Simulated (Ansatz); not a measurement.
```yaml
crystal:
  periodic: [false, false, false]
  atoms:
    - {symbol: C, position_ang: [-4.026798, -5.165724, 1.812873]}
    - {symbol: C, position_ang: [-5.487791, -2.172771, 1.494915]}
    - {symbol: C, position_ang: [-3.856026, -0.055747, -0.429579]}
    - {symbol: C, position_ang: [-2.370616, -0.704258, -3.079503]}
    - {symbol: C, position_ang: [-1.238074, 1.945315, -4.258280]}
    - {symbol: C, position_ang: [-2.037244, 4.257074, -2.347980]}
    - {symbol: C, position_ang: [-3.619978, 3.021565, 0.014485]}
    - {symbol: Hf, position_ang: [1.626555, 1.073091, 0.341657]}
    - {symbol: N, position_ang: [0.693451, 0.781322, 4.764194]}
    - {symbol: O, position_ang: [3.764821, -2.504569, -0.539381]}
    - {symbol: C, position_ang: [4.372312, -5.360458, -1.377114]}
    - {symbol: O, position_ang: [4.557204, 4.130842, -0.077111]}
    - {symbol: C, position_ang: [6.036274, 6.744309, -0.530496]}
    - {symbol: H, position_ang: [-5.347738, -6.615980, 3.200311]}
    - {symbol: H, position_ang: [-1.853037, -4.940598, 2.813913]}
    - {symbol: H, position_ang: [-3.762717, -6.248552, -0.316707]}
    - {symbol: H, position_ang: [-7.712029, -2.454838, 0.602832]}
    - {symbol: H, position_ang: [-5.776169, -1.180454, 3.668575]}
    - {symbol: H, position_ang: [-2.104685, -2.862693, -4.038530]}
    - {symbol: H, position_ang: [0.029823, 2.154217, -6.259264]}
    - {symbol: H, position_ang: [-1.466078, 6.549292, -2.608858]}
    - {symbol: H, position_ang: [-4.503466, 4.213806, 1.872845]}
    - {symbol: H, position_ang: [-1.229459, 1.071536, 5.826299]}
    - {symbol: H, position_ang: [2.278587, 0.387009, 6.274713]}
    - {symbol: H, position_ang: [2.806683, -6.146955, -3.042537]}
    - {symbol: H, position_ang: [6.589749, -5.525401, -2.314333]}
    - {symbol: H, position_ang: [4.250428, -6.861014, 0.510081]}
    - {symbol: H, position_ang: [6.345490, 7.934252, 1.546762]}
    - {symbol: H, position_ang: [8.215282, 6.342315, -1.486678]}
    - {symbol: H, position_ang: [4.825181, 8.194043, -2.038126]}
basis:
  gaussian: {orbitals: def2-mTZVP, point_charges: [{charge: 2.00, position_ang: [8.160, 0.367, -0.757]}]}
hamiltonian: {xc: {name: HF}}
correlation: {method: rpa}
accuracy: high
scf: {lower_state_search: full}
```

```sh
$ ansatz run in.yaml --threads 11 --pin off --events-out ev --progress --plain --max-ram 110592MiB --backend cuda --devices 0, --max-vram 75GiB
```

It prints (some lines left out):

```
Functional definition: HF
6790 factors; integrals over basis functions are off by at most 7.8e-6 eV
mean field evaluation 1: about -16075.6487 eV, gradient 1.5e2 eV
mean field evaluation 2: about -16075.7288 eV, gradient 1.5e2 eV
mean field evaluation 4: about -14500.8589 eV, gradient 4.3e2 eV
mean field evaluation 8: about -16212.4913 eV, gradient 4.2e1 eV
mean field evaluation 16: about -16235.5555 eV, gradient 5.0e0 eV
mean field evaluation 32: about -16236.4424 eV, gradient 1.6e-5 eV
mean field -16236.45891500 eV, -596.6788596592 hartree, gradient 3.1e-8 eV, S^2 0.000000; 26 other end points of the search recorded, 0 dependent functions left out; unrestricted orbitals would lower it
unrestricted determinant -16298.40878623 eV, -598.9554754357 hartree, S^2 21.0210
12 core orbitals not correlated: weight in the atoms' cores, before any rotation towards them, 1.000 or more for the frozen orbitals, at most 0.000 for the correlated occupied ones
reference -16236.45891500 eV, -596.6788596592 hartree; 41, 41 occupied and 272, 272 virtual orbitals, 6790 factors
Total energy: -16306.70895129 eV, -599.2605008755 hartree
```

In this input the geometry is stretched to more than twice its size. The calculation finished and met its thresholds. The result belongs to that input, not to the molecule as meant.
